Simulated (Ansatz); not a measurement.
The same path of AlBH4S2 (8 atoms, charge 0, multiplicity 1) was run twice with different band settings. The coordinate that changes most is the dihedral H5–B1–Al2–S3.

Computed with RKS BLYP-D4/def2-SVP in Ansatz.

Relaxed end points:

```xyz
8
Properties=species:S:1:pos:R:3
B -0.832 1.330 -0.298
Al 0.944 0.193 -0.360
S 1.117 -0.794 1.719
S 0.339 -2.185 0.246
H -0.855 2.541 -0.182
H -1.923 0.790 -0.246
H 2.219 0.117 -1.310
H -1.009 -1.993 0.431
```

```xyz
8
Properties=species:S:1:pos:R:3
B -0.822 1.344 -0.291
Al 0.941 0.187 -0.351
S 1.105 -0.822 1.718
S 0.327 -2.195 0.227
H -1.926 0.827 -0.261
H -0.822 2.553 -0.155
H 2.217 0.111 -1.300
H -1.021 -2.006 0.413
```

Common settings: movable images 9; climbing image yes; spring 5.0 eV/Å²; start path IDPP; force threshold 0.05 eV/Å; iteration limit 42; end points relaxed.

| run | optimiser | largest step |
| --- | --- | --- |
| 1 | quadratic models (default) | default |
| 2 | lbfgs | 0.5 Å |

(1) What does each run give, and how far can it be trusted?

Results:

(1) Run 1: converged after 7 iterations, highest image 0.084 eV above the first end. A vibrational analysis at the climbing image gives one clearly imaginary mode, 125i cm⁻¹: a first-order saddle point.
Run 2: converged after 24 iterations, highest image 0.095 eV above the first end. The order of the stationary point at the top wasn't checked.
